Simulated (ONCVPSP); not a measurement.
# Before and after: ONCV potential for Co (Z = 27)

Co (Z = 27), optimised norm-conserving Vanderbilt (ONCV), made with ONCVPSP 4.0.1 (PBE, scalar-relativistic). Core [Ne], reference 3s2 3p6 3d7 4s1.5 (charge +0.5). Waves: 3s+4s: rc 1.50 bohr, ncon 4, nbas 9, qcut 9.5 1/bohr, 2 projectors; 3p: rc 1.00 bohr, ncon 4, nbas 8, qcut 14 1/bohr, 1 projector; 3d: rc 1.30 bohr, ncon 5, nbas 9, qcut 14 1/bohr, 2 projectors, debl 3.5 Ha. Local part: polynomial inside 0.70 bohr (lpopt 5, dvloc0 0 Ha). Core correction: Teter function fitted to the true core (icmod 2), fcfact 0.65.

Change: functional LDA (Perdew-Zunger).

Cutoffs: the cutoffs (Ha) at which the residual kinetic energy of the hardest occupied pseudo-wave falls to 1 and 0.1 mHa per electron; they do not see the model core or the augmentation charge, which bear on the density cutoff. Errors are all-electron minus pseudo energies relative to the spin-unpolarised reference configuration.

**Question.** How do hardness, ghosts and transferability respond?

**Answer.** The potential gets neither clearly harder nor softer (71 Ha and 80 Ha → 71 Ha and 81 Ha); of the 4 tests that both files solve, the error grows in 0 and shrinks in 2 by more than 15 % and 0.3 meV (median size 0.6 → 0.4 meV); neither file shows a bound ghost.

```csv
quantity,base,changed
"cutoff, loose",71 Ha,71 Ha
"cutoff, tight",80 Ha,81 Ha
loose cutoff by channel,"s 21 Ha, p 37 Ha, d 71 Ha","s 21 Ha, p 36 Ha, d 71 Ha"
bound ghosts,none,none
GHOST(+) flags under 300 eV,s at 263.3 eV,s at 262.8 eV
"error for 3s2 3p6 3d7 4s2, meV [ΔE -3.60 → -3.72 eV]",+0.4,+0.4
"error for 3s2 3p6 3d7 4s1, meV [ΔE 5.43 → 5.57 eV]",-0.4,-0.4
"error for 3s2 3p6 3d7 4s0, meV [ΔE 22.21 → 22.66 eV]",-0.9,-0.4
"error for 3s2 3p5 3d7 4s2, meV [ΔE 69.92 → 69.70 eV]",-20,-15
s: phases at 1.52 bohr within 0.05 rad from the reference energy up to (Ha; the scan ends near 5),to the end of the scan,to the end of the scan
p: phases at 1.01 bohr within 0.05 rad from the reference energy up to (Ha; the scan ends near 5),4.4,4.4
d: phases at 1.32 bohr within 0.05 rad from the reference energy up to (Ha; the scan ends near 5),to the end of the scan,to the end of the scan
"rms error of d²Exc/dni dnj with the model core, mHa",1.73,1.30
```
